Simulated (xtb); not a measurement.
Input for xtb: GFN1-xTB on CH3FOSi (SMILES CO[Si]F), a point of a torsion scan.

```
$ xtb mol.xyz --gfn 1 --sp --chrg 0 --uhf 0
7

C     -0.83924821    -0.04211864     0.16151514
O      0.29215591     0.77377909     0.27558639
Si     1.84784609     0.68950601    -0.11384074
F      1.77554187    -0.28711187    -1.43830444
H     -0.74958242    -0.73058875    -0.68163074
H     -1.71323234     0.59539001     0.01711913
H     -0.95920510    -0.61459339     1.08450165
```

The head of its log:

```
[...]
           -------------------------------------------------
          |                Calculation Setup                |
           -------------------------------------------------



           -------------------------------------------------
          |                 G F N 1 - x T B                 |
           -------------------------------------------------

        Reference                      10.1021/acs.jctc.7b00118
      * Hamiltonian:
        H0-scaling (s, p, d)           1.850000    2.250000    2.000000
        zeta-weighting                 0.000000
      * Dispersion:
        s8                             2.400000
        a1                             0.630000
        a2                             5.000000
        s9                             0.000000
      * Repulsion:
        kExp                           1.500000
        rExp                           1.000000
      * Coulomb:
        alpha                          2.000000
        third order                    atomic
        anisotropic                    false
      * Halogen bond correction:
        rad-scale                      1.300000
        damping                        0.440000


          ...................................................
          :                      SETUP                      :
          :.................................................:
          :  # basis functions                  28          :
          :  # atomic orbitals                  27          :
          :  # shells                           15          :
          :  # electrons                        24          :
          :  # halogen bonds                     0          :
          :  max. iterations                   250          :
          :  Hamiltonian                  GFN1-xTB          :
          :  restarted?                      false          :
          :  GBSA solvation                  false          :
          :  PC potential                    false          :
          :  electronic temp.          300.0000000     K    :
          :  accuracy                    1.0000000          :
          :  -> integral cutoff          0.2500000E+02      :
          :  -> integral neglect         0.1000000E-07      :
          :  -> SCF convergence          0.1000000E-05 Eh   :
          :  -> wf. convergence          0.2000000E-04 e    :
          :  Broyden damping             0.4000000          :
          :  net charge                          0          :
          :  unpaired electrons                  0          :
          ...................................................

 iter      E             dE          RMSdq      gap      omega  full diag
   1    -15.5849992 -0.155850E+02  0.720E+00    5.07       0.0  T
   2    -15.6096820 -0.246828E-01  0.423E+00    4.81       1.0  T
```

### Question
What total energy does the run end on?

### Answer
-15.5278 hartree.
